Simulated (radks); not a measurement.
Values are calculated unless marked as measured or tabulated.
Spherical jellium clusters: N electrons in a uniform positive sphere of charge N and radius rs N^(1/3), rs = 3.19 bohr. Level of theory: non-relativistic Kohn-Sham, PBEsol, spin-polarised, spherical densities (a radial shooting solver with Libxc functionals). Levels are named by radial order and angular momentum (1s, 1p, 1d, 2s, ...), and open shells are averaged over m.

N = 18, configuration 1s2 1p6 1d10. This is the lowest configuration that the search found. Occupied and some empty levels:

| level | occupation | eigenvalue (eV) | <r> (bohr) |
|---|---|---|---|
| 1s | 2 | -6.6099 | 4.969 |
| 1p | 6 | -5.1885 | 6.188 |
| 1d | 10 | -3.5643 | 7.065 |
| 2s | 0 | -3.1769 | 6.174 |
| 1f | 0 | -1.7794 | 7.930 |
| 2p | 0 | -1.3072 | 8.175 |

Energy (eV): total -30.6849, kinetic 46.324, external -1238.1, Hartree 607.05, exchange-correlation -78.732, background 632.75.

Electron density:

| r (bohr) | n(r) (e/bohr^3) |
|---|---|
| 0.616 | 0.003962 |
| 1.30 | 0.004325 |
| 1.99 | 0.004964 |
| 2.67 | 0.005850 |
| 3.36 | 0.006878 |
| 4.05 | 0.007848 |
| 4.73 | 0.008497 |
| 5.42 | 0.008563 |
| 6.11 | 0.007881 |
| 6.79 | 0.006505 |
| 7.48 | 0.004739 |
| 8.16 | 0.003021 |
| 8.85 | 0.001708 |
| 9.54 | 0.0008830 |
| 10.2 | 0.0004312 |
| 10.9 | 0.0002018 |
| 11.6 | 0.00009287 |
| 12.3 | 0.00004285 |
| 13.0 | 0.00001944 |
| 13.7 | 8.877e-06 |
